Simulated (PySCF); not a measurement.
Computed shifts of a molecule C2H9GeNO, B3LYP/pcSseg-1 in PySCF, GIAO, gas phase, equivalent atoms averaged, in ppm (number of nuclei): ¹⁵N: 25.4 (1). ¹³C: 67.7 (1), 24.8 (1). ¹H: 5.82 (1), 5.54 (1), 4.85 (1), 4.05 (1), 1.81 (3), 0.85 (2). References: ⁷³Ge against GeH4 (σ = 1631.8 ppm); ¹⁵N against NH3 (σ = 265.5 ppm); ¹⁷O against H2O (σ = 333.8 ppm); ¹³C against TMS (σ = 181.3 ppm); ¹H against TMS (σ = 31.68 ppm), references at their B3LYP-D3(BJ)/def2-TZVP geometries, non-relativistic. Geometry: PBE-D3(BJ)/def2-SVP. One conformer was computed; it need not be the lowest.

**Question.** Pick the molecule that these values belong to.
A. CC[O][GeH2][NH2]
B. C[NH][Ge@H]([CH3])[OH]
C. C[N](C)[GeH2][OH]
D. C[NH][GeH2][O]C

**Answer.** A, CC[O][GeH2][NH2]
